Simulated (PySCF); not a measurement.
CH8OSi2, SMILES C[SiH2]O[SiH3] (GFN2-xTB optimised geometry):

```
12

C      1.724     1.064    -0.057
Si     1.080    -0.718     0.000
O     -0.542    -0.718     0.000
Si    -2.116    -0.353     0.000
H      2.810     1.090    -0.055
H      1.385     1.580    -0.952
H      1.380     1.638     0.799
H      1.469    -1.470    -1.195
H      1.471    -1.391     1.240
H     -2.810    -1.638     0.014
H     -2.393     0.413    -1.214
H     -2.388     0.438     1.200
```

Level of theory: PBE/def2-TZVP run with PySCF.

Question: What are the frontier orbital energies and the dipole moment?

Answer: HOMO-2 -8.15 eV, HOMO-1 -6.99 eV, HOMO -6.95 eV, LUMO -0.71 eV, LUMO+1 0.21 eV; dipole moment 0.81 D.

On the same geometry PySCF with PBE0/def2-TZVP gives HOMO-2 -9.54 eV, HOMO-1 -8.42 eV, HOMO -8.34 eV, LUMO 0.15 eV, LUMO+1 1.01 eV; dipole moment 0.80 D.

Meta-Löwdin charges at PBE/def2-TZVP: C1 -0.62, Si2 0.86, O3 -0.81, Si4 0.72, H5 0.14, H6 0.14, H7 0.14, H8 -0.12, H9 -0.12, H10 -0.10, H11 -0.11, H12 -0.11.
